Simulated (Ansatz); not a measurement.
cyclo-(Cl2SnO)3 (Sn₃Cl₆O₃), relaxed as a singlet with RKS PBE-D4/def2-SVP in Ansatz, starting from the GFN2-xTB geometry. Force threshold 0.03 eV/Å.

In the def2 sets Sn takes a core potential; there is no spin–orbit coupling.

Start:

Cartesian coordinates in Å:
```
Sn -1.328 1.551 -0.316
Cl -0.864 3.080 -1.866
Cl -3.202 1.694 0.875
O -1.318 -0.184 -1.182
Sn -0.196 -1.761 -1.062
Cl -1.453 -3.419 -0.270
Cl 0.858 -1.985 -3.010
O 1.138 -1.342 0.282
Sn 1.522 0.207 1.385
Cl 3.481 1.031 0.727
Cl 1.205 -0.384 3.507
O 0.159 1.511 0.929
```

```
step  energy (eV)  largest force component (eV/Å)  SCF passes
   1  -98714.9889                           2.056          19
   2  -98715.9273                           0.290          27
   3  -98715.9603                           0.118          20
   4  -98715.9606                           0.116          21
   5  -98715.9620                           0.004          21
```

Force components are those of the run's own axes.

End:

```csv
atom,x (Å),y (Å),z (Å)
Sn1,-1.3292,1.5512,-0.3153
Cl2,-1.0080,3.2428,-1.8964
Cl3,-3.3388,1.8666,0.8356
O4,-1.4096,-0.1971,-1.2620
Sn5,-0.1970,-1.7621,-1.0625
Cl6,-1.4674,-3.6056,-0.3913
Cl7,0.8346,-2.1748,-3.1191
O8,1.2133,-1.4340,0.3024
Sn9,1.5203,0.2070,1.3851
Cl10,3.6408,1.0505,0.8788
Cl11,1.3747,-0.3570,3.6486
O12,0.1663,1.6124,0.9960
```

By distances, no bond broke or formed. The bond that changes most is Sn9–Cl10, from 2.23 to 2.34 Å (atoms count from 1).

No frequencies were taken in this run, so the end may be a saddle point.

Hardware: 4 threads of Arm Neoverse V2 on a shared host. Wall time 22 s.
